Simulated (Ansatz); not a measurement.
Caution, from a PySCF single point (PBE0-D3(BJ)/def2-TZVPD) at this geometry: the restricted solution is unstable towards spin-unrestricted or complex orbitals, so a lower solution exists and this singlet may not be the ground state. This singlet is an excited state, 0.38 eV above the relaxed triplet at the level frozen-core CCSD(T)/aug-cc-pVDZ // PBE0-D3(BJ)/def2-TZVPD (Ansatz, a program for electronic structure).

A geometry relaxed with Ansatz with PBE0-D3(BJ)/def2-TZVPD, charge -1, multiplicity 1:

```xyz
9

H      2.7854     1.1389    -0.3902
H     -2.7449    -0.8825    -0.9378
Si    -1.5972    -0.2512    -0.1890
H      1.5510     0.5405     1.5052
Si     1.6025     0.2892     0.0039
H     -1.6180    -1.0537     1.1054
H      2.1160    -1.1286    -0.1053
H     -2.1268     1.1043     0.2202
B      0.0322     0.2431    -1.2125
```

### Question
Write the SMILES of this molecule.

### Answer
`[SiH3][B-][SiH3]`
